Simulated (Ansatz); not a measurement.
Saddle point of SnAsNH8, closed shell (SnNH₅ ([NH2][SnH3]) + AsH₃ → SnAsH₅ ([AsH2][SnH3]) + NH₃; bonds formed: Sn1–As7, N2–H6; bonds broken: Sn1–N2, H6–As7), PBE0-D4/def2-TZVP structure:

Sn1  (-0.715, -0.366, -1.133)
N2  (1.239, 0.228, -0.492)
H3  (-0.359, -0.809, -2.750)
H4  (-1.187, -1.704, -0.221)
H5  (-1.675, 1.022, -1.086)
H6  (0.942, 0.485, 0.613)
As7  (-0.075, 0.672, 2.350)
H8  (1.929, -0.520, -0.519)
H9  (1.619, 1.032, -0.988)
H10  (-1.470, 0.801, 1.729)
H11  (-0.247, -0.841, 2.497)
(Å)

Energies are electronic, without zero-point energy. Barriers and step energies count from the start structure reached by relaxing down the imaginary mode; all methods use the PBE0-D4 structures, on which another method's saddle can fall below an end. Ansatz 0.2.0; basis: def2-TZVPP, with def2-QZVPP for the basis limit; cores frozen in the correlated methods. Filled d shells of the heavier atoms are correlated. Core potentials replace the inner electrons of the atoms past krypton. The def2 sets are not built for correlating such inner shells, so the correlated values are less sure here. B3LYP uses VWN-RPA correlation. Extrapolation: Hartree–Fock as exp(−7.88 √X), correlation as X^−2.97.

```csv
method,barrier (kJ/mol),step energy (kJ/mol)
SPW92,?,-85.0
PBE-D4,60.5,-83.9
BLYP-D4,71.5,-78.8
r2SCAN-D4,71.8,-81.9
B97M-V,?,-74.3
PBE0-D4,71.8,-86.2
B3LYP-D4,80.3,-81.0
r2SCAN0-D4,77.7,-85.4
BHLYP-D4,?,-83.8
CAM-B3LYP-D4,90.6,-74.9
wB97X-V,95.0,-75.9
wB97M-V,88.0,-80.8
B2PLYP,89.2,-76.2
PBE-QIDH,83.4,-82.9
RPA on PBE,102.5,-67.9
HF,128.8,-73.8
MP2,87.9,-78.5
CCSD,101.8,-74.1
CCSD(T),94.5,-74.2
```

Fill in the withheld barriers. (To be estimated.)

The calculation gives: SPW92 38.5; BHLYP-D4 92.4; B97M-V 91.7 kJ/mol. Each is the energy of the saddle less that of the start structure, by the same method.

For comparison, the barrier by CCSD(T) at an estimated basis limit (MP2 extrapolated from triple and quadruple zeta, plus CCSD(T) − MP2 in triple zeta) is 87.0 kJ/mol.

No T1 diagnostic of these runs exceeds 0.014.

Labels in which every atom is bracketed show which atoms are joined, not bond orders.

For scale, one of the runs: CCSD(T)/def2-TZVPP, 241 basis functions, launched by `ansatz run in.yaml --threads 8 --pin off --events-out ev --progress --plain --max-ram 19148MiB`. The run took 2.8 min on 8 CPU threads of an Intel Xeon (shared host), with 5.2 GiB of host memory at its peak.
